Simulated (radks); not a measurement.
Task: The mean radii <r> (bohr) of the occupied orbitals of an atom or ion are listed with their occupations. All-electron calculation, Dirac Kohn-Sham, PW91, spin-unpolarised, spherical densities, finite nucleus; Fermi nuclear charge, rms radius of each element as measured or else 0.836 A^(1/3) + 0.57 fm. Program: a radial shooting solver on a logarithmic mesh with Libxc functionals.

orbital  occ.      <r>
1s1/2       2  0.03040
2s1/2       2   0.1313
2p1/2       2   0.1112
2p3/2       4   0.1164
3s1/2       2   0.3581
3p1/2       2   0.3494
3p3/2       4   0.3604
3d3/2       4   0.3327
3d5/2       6   0.3362
4s1/2       2   0.8791
4p1/2       2   0.9391
4p3/2       4   0.9702
4d3/2       4    1.261
4d5/2       6    1.280
5s1/2       1    2.648

Name the element and its charge. Open shells, if any, fill j = l - 1/2 first.

Result: Z = 48, cadmium, charge +1: Cd+ in [Kr] 4d10 5s1. The 1s radius gives Z: for a bare nucleus <r> = (2 gamma + 1)/(2Z) with gamma = sqrt(1 - (Z/c)^2), 0.02993 bohr for Z = 48, and screening makes it slightly larger (0.03040 here). The occupations add up to 47, and the charge is Z minus that.
